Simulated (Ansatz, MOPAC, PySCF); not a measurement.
Dimer: CH4O (SMILES CO) (first 6 atoms) with CH2F2 (SMILES FCF); geometry from B3LYP-D3(BJ)/def2-TZVP, rigid monomers moved along the line of their centres of mass till O2···H11 is 3.19 Å.
(charge 0, multiplicity 1):
```xyz
11

C      0.3873    -0.5809     0.4249
O      0.2626     0.7548     0.9094
H     -0.2698    -0.7641    -0.4311
H      0.0922    -1.2381     1.2403
H      1.4182    -0.8170     0.1429
H      0.5396     1.3643     0.2184
F      0.0444    -1.1569     4.7785
C      0.3053     0.1616     5.0408
F      1.4461     0.2275     5.7881
H     -0.5197     0.5604     5.6335
H      0.4635     0.6758     4.0941
```

Monomers are frozen at their geometry in the pair; levels with a basis set take the counterpoise correction. Rows marked so take none.

Cores are frozen in the correlated methods. Rows in 3-21G, 6-31G*, STO-3G carry no dispersion term and start afresh at each structure (6-31G* with six Cartesian d functions). MP2/6-31G* freezes PySCF's default core. The state that AM1, PM3, PM6 reach isn't checked.

Codes used: Ansatz (a quantum-chemistry and plane-wave program) with Gaussian orbitals; MOPAC for AM1, PM3, PM6 (differences of heats of formation); PySCF for 3-21G rows, 6-31G* rows, STO-3G rows, the dispersion terms. Each number belongs to the level named beside it.

Other levels give for the interaction energy: PBE/def2-TZVPPD -1.44; B3LYP/def2-TZVPPD -1.24; B3LYP-D3(BJ)/def2-TZVPPD -1.69; wB97M-V/def2-TZVPPD -1.72; CCSD(T)/aug-cc-pVDZ -1.71 kcal/mol.

### Question
What do these common cheap choices give for the same quantity: AM1, PM3, PM6, HF/STO-3G (no counterpoise), B3LYP/3-21G (no counterpoise), B3LYP/6-31G* (no counterpoise), MP2/6-31G*, MP2/6-31G* (no counterpoise)?

### Answer
AM1 -0.89; PM3 -0.82; PM6 -1.21; HF/STO-3G (no counterpoise) -0.72; B3LYP/3-21G (no counterpoise) -2.08; B3LYP/6-31G* (no counterpoise) -1.76; MP2/6-31G* -1.50; MP2/6-31G* (no counterpoise) -2.09 kcal/mol. They span -2.09 to -0.72 kcal/mol.
